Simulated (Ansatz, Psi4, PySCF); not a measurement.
CH6Cl3NSi2, singlet, geometry from GFN2-xTB, atoms displaced at random by about 0.08 Å a coordinate. Base run: PBE/STO-3G, gradient run with PySCF.

Here is a job for PySCF.
```python
from pyscf import gto, scf, dft

mol = gto.Mole()
mol.atom = '''
    Si    0.65720918    0.27302222   -0.21570371
    Cl    0.85989393    1.30122163    1.72357108
    Cl    1.75923948   -1.24938526   -0.19087721
    Cl    1.62753505    1.64845373   -1.55183460
    C    -1.21858115    0.02080463   -0.60891766
    Si   -2.19285914   -1.11315424    0.50365029
    N    -3.77399155   -1.45593699   -0.05285595
    H    -1.20845633   -0.32740673   -1.51973912
    H    -1.55495121    0.87758696   -0.72255013
    H    -1.55456555   -2.51490446    0.49859464
    H    -2.18578712   -0.69772475    1.95501592
    H    -4.35740469   -0.57862415    0.33760416
    H    -3.94802729   -1.95480022   -0.80629059
'''
mol.basis = 'sto-3g'
mol.verbose = 4
mol.build()

mf = dft.RKS(mol)
mf.xc = 'pbe'
mf.kernel()
g = mf.nuc_grad_method()
grad = g.kernel()
```

Programs used: Ansatz (a quantum-chemistry and plane-wave program), Psi4, PySCF; a row that names a program was run with it.

The coordinate followed is x of atom 7.

Variants of this job, named by their change:

```json
[
 {"change": "base", "dE/dx (Eh/bohr)": "-0.015027", "net force (Eh/bohr)": "0.000129"},
 {"change": "conv_tol = 1e-4", "dE/dx (Eh/bohr)": "-0.014974", "net force (Eh/bohr)": "0.000129"},
 {"change": "density fitting = on; auxbasis_response = off", "dE/dx (Eh/bohr)": "-0.015466", "net force (Eh/bohr)": "0.001986"},
 {"change": "conv_tol = 1e-11", "dE/dx (Eh/bohr)": "-0.015027", "net force (Eh/bohr)": "0.000129"},
 {"change": "code = psi4", "dE/dx (Eh/bohr)": "-0.015169", "net force (Eh/bohr)": "0.000210"},
 {"change": "finite difference step (bohr) = 0.05; conv_tol = 1e-11", "dE/dx (Eh/bohr)": "-0.014637", "net force (Eh/bohr)": "-"},
 {"change": "conv_tol = 1e-6", "dE/dx (Eh/bohr)": "-0.015032", "net force (Eh/bohr)": "0.000129"},
 {"change": "grids.level = 5; grid_response = off", "dE/dx (Eh/bohr)": "-0.015045", "net force (Eh/bohr)": "0.000044"},
 {"change": "finite difference step (bohr) = 0.01; conv_tol = 1e-11", "dE/dx (Eh/bohr)": "-0.015032", "net force (Eh/bohr)": "-"},
 {"change": "density fitting = on", "dE/dx (Eh/bohr)": "-0.015042", "net force (Eh/bohr)": "0.000129"},
 {"change": "code = ansatz", "dE/dx (Eh/bohr)": "-0.015045", "net force (Eh/bohr)": "0.000000"},
 {"change": "grids.level = 0; grid_response = on", "dE/dx (Eh/bohr)": "?", "net force (Eh/bohr)": "0.000000"}
]
```

Some entries are withheld; supply them.


- grids.level = 0; grid_response = on, dE/dx (Eh/bohr): -0.011210

The net force is zero for an exact gradient.
